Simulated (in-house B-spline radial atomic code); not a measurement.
Excitations of the rhenium ion Re⁷⁺ by several methods

Full response, energies in eV; labels give the largest channel, * marks a mixed state, a dash one above the method's threshold, and an imaginary frequency an unstable closed-shell reference. Computed with a B-spline radial code for spherical atoms: linear response of the closed shell [Xe] 4f14 with each method's own kernel (bare exchange for TDHF, static screening on G0W0 levels for BSE, the adiabatic kernel for functionals); scalar-relativistic (spin-free one-electron X2C), finite nucleus, no spin-orbit coupling, no double excitations, S, P, D and F terms only; shells from n = 3 respond. Only terms of natural parity with L up to 3 were computed.

Spin-orbit coupling is strong here, so these LS terms don't match observed levels.

```json
{"method": "TDHF", "5p → 5d 3P": "46.26", "5p → 5d 3F": "47.22", "4f → 5d 3P": "53.07", "α (bohr³)": "1.682"}
{"method": "BSE on G0W0@HF", "5p → 5d 3P": "46.94", "5p → 5d 3F": "47.97", "4f → 5d 3P": "51.02", "α (bohr³)": "1.655"}
{"method": "LDA VWN5", "5p → 5d 3P": "?", "5p → 5d 3F": "?", "4f → 5d 3P": "?", "α (bohr³)": "?"}
{"method": "PBE", "5p → 5d 3P": "46.61*", "5p → 5d 3F": "47.33", "4f → 5d 3P": "48.73*", "α (bohr³)": "1.69"}
{"method": "PBE0", "5p → 5d 3P": "46.77", "5p → 5d 3F": "47.53", "4f → 5d 3P": "49.84", "α (bohr³)": "1.685"}
{"method": "B3LYP (VWN-RPA)", "5p → 5d 3P": "46.72", "5p → 5d 3F": "47.43", "4f → 5d 3P": "49.40", "α (bohr³)": "1.686"}
{"method": "CAM-B3LYP", "5p → 5d 3P": "46.68", "5p → 5d 3F": "47.42", "4f → 5d 3P": "49.26", "α (bohr³)": "1.687"}
{"method": "LC-wPBE", "5p → 5d 3P": "46.47*", "5p → 5d 3F": "47.19", "4f → 5d 3P": "48.57*", "α (bohr³)": "1.693"}
{"method": "wB97X", "5p → 5d 3P": "?", "5p → 5d 3F": "?", "4f → 5d 3P": "?", "α (bohr³)": "?"}
{"method": "HSE06", "5p → 5d 3P": "46.71", "5p → 5d 3F": "47.46", "4f → 5d 3P": "49.79", "α (bohr³)": "1.688"}
{"method": "BHandHLYP", "5p → 5d 3P": "46.63", "5p → 5d 3F": "47.42", "4f → 5d 3P": "50.76", "α (bohr³)": "1.683"}
{"method": "BLYP", "5p → 5d 3P": "46.46*", "5p → 5d 3F": "47.14", "4f → 5d 3P": "48.47*", "α (bohr³)": "1.691"}
{"method": "PBEsol", "5p → 5d 3P": "46.74*", "5p → 5d 3F": "47.53", "4f → 5d 3P": "48.81*", "α (bohr³)": "1.686"}
{"method": "BP86", "5p → 5d 3P": "46.81*", "5p → 5d 3F": "47.47", "4f → 5d 3P": "48.85*", "α (bohr³)": "1.686"}
{"method": "LDA exchange-only", "5p → 5d 3P": "46.30*", "5p → 5d 3F": "47.35*", "4f → 5d 3P": "48.36*", "α (bohr³)": "1.691"}
{"method": "B97-1", "5p → 5d 3P": "47.02", "5p → 5d 3F": "47.74", "4f → 5d 3P": "49.67", "α (bohr³)": "1.686"}
{"method": "RPBE", "5p → 5d 3P": "46.53*", "5p → 5d 3F": "47.22", "4f → 5d 3P": "48.73*", "α (bohr³)": "1.692"}
{"method": "OLYP", "5p → 5d 3P": "46.48", "5p → 5d 3F": "47.29", "4f → 5d 3P": "49.38", "α (bohr³)": "1.679"}
```

(1) What does LDA VWN5 give?

(2) What does wB97X give?

Results:

(1) 5p → 5d 3P: 47.10*; 5p → 5d 3F: 47.94; 4f → 5d 3P: 48.84*; α: 1.68 (eV, bohr³).

(2) 5p → 5d 3P: 47.03; 5p → 5d 3F: 47.71; 4f → 5d 3P: 49.59; α: 1.69 (eV, bohr³).
